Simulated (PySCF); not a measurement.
**Field gradients at the hydrogen positions**

Compound: C₁₀H₁₉ (charge +1).
Geometry (PBE0-D3(BJ)/def2-SVP, Å), atoms numbered from 1 in this order:
```
atom  x, y, z in Å
C1    -1.2978    3.6994   -1.1280
C2    -0.9717    3.9626    0.2832
C3    -0.2862    4.9911    0.8777
C4    -0.2540    5.0473    2.3861
C5     0.2250    6.1980    0.0228
C6     0.1713    7.5758    0.6515
C7    -1.2522    8.0775    0.8265
C8     1.3832    5.3297    0.0691
C9     1.7853    4.4960   -1.0986
C10    2.4164    5.4523    1.1341
H11   -0.7777    2.7868   -1.4735
H12   -1.0788    4.5201   -1.8203
H13   -2.3712    3.4538   -1.1953
H14   -1.3971    3.2313    0.9841
H15   -0.0889    6.0619    2.7667
H16    0.5188    4.3929    2.8151
H17   -1.2232    4.7132    2.7815
H18   -0.2733    6.1873   -0.9544
H19    0.7149    7.6019    1.6069
H20    0.7285    8.2450   -0.0254
H21   -1.7934    8.0897   -0.1317
H22   -1.2563    9.1027    1.2211
H23   -1.8243    7.4495    1.5268
H24    2.1432    3.5005   -0.7997
H25    2.6473    5.0164   -1.5533
H26    1.0205    4.4083   -1.8746
H27    3.2492    6.0208    0.6814
H28    2.0962    6.0033    2.0225
H29    2.8243    4.4730    1.4228
```

Level: PBE0/pcSseg-1 (PySCF, non-relativistic); Q(2H) = 0.00286 b; rigid geometry, the same for H and D, with no vibrational averaging.

**Question.** Rank these positions by the coupling χzz of a deuteron there, largest first.
A. H26 (methyl hydrogen)
B. H29 (methyl hydrogen)
C. H25 (methyl hydrogen)

**Answer.** A (200 kHz), B (192 kHz), C (187 kHz).

**Question.** Give the electric field gradient Vzz (the principal value of largest size), its asymmetry and the 2H coupling at each hydrogen.

**Answer.** 
| atom | bonded to | bond length (Å) | Vzz (au) | η | χzz (kHz) |
| --- | --- | --- | --- | --- | --- |
| H11 | C1 | 1.106 | 0.2787 | 0.03 | 187 |
| H12 | C1 | 1.096 | 0.2942 | 0.03 | 198 |
| H13 | C1 | 1.103 | 0.2805 | 0.04 | 188 |
| H14 | C2 | 1.099 | 0.2783 | 0.03 | 187 |
| H15 | C4 | 1.096 | 0.2935 | 0.04 | 197 |
| H16 | C4 | 1.100 | 0.2878 | 0.03 | 193 |
| H17 | C4 | 1.099 | 0.2886 | 0.05 | 194 |
| H18 | C5 | 1.097 | 0.2854 | 0.06 | 192 |
| H19 | C6 | 1.100 | 0.2869 | 0.04 | 193 |
| H20 | C6 | 1.103 | 0.2796 | 0.04 | 188 |
| H21 | C7 | 1.101 | 0.2883 | 0.04 | 194 |
| H22 | C7 | 1.099 | 0.2904 | 0.03 | 195 |
| H23 | C7 | 1.101 | 0.2890 | 0.04 | 194 |
| H24 | C9 | 1.099 | 0.2866 | 0.04 | 193 |
| H25 | C9 | 1.105 | 0.2787 | 0.05 | 187 |
| H26 | C9 | 1.093 | 0.2974 | 0.04 | 200 |
| H27 | C10 | 1.105 | 0.2792 | 0.05 | 188 |
| H28 | C10 | 1.093 | 0.2958 | 0.04 | 199 |
| H29 | C10 | 1.099 | 0.2863 | 0.04 | 192 |

**Question.** How does χzz go with the bond length over the 19 C–H bonds?

**Answer.** A straight-line fit has a slope of -9.7 kHz for each 0.01 Å, with a correlation coefficient of -0.86, over lengths from 1.093 to 1.106 Å. The longer bonds have the smaller couplings here.

Geometry: PBE0-D3(BJ)/def2-SVP, one conformer, isolated ion. A larger basis could move these couplings by a tenth or more.
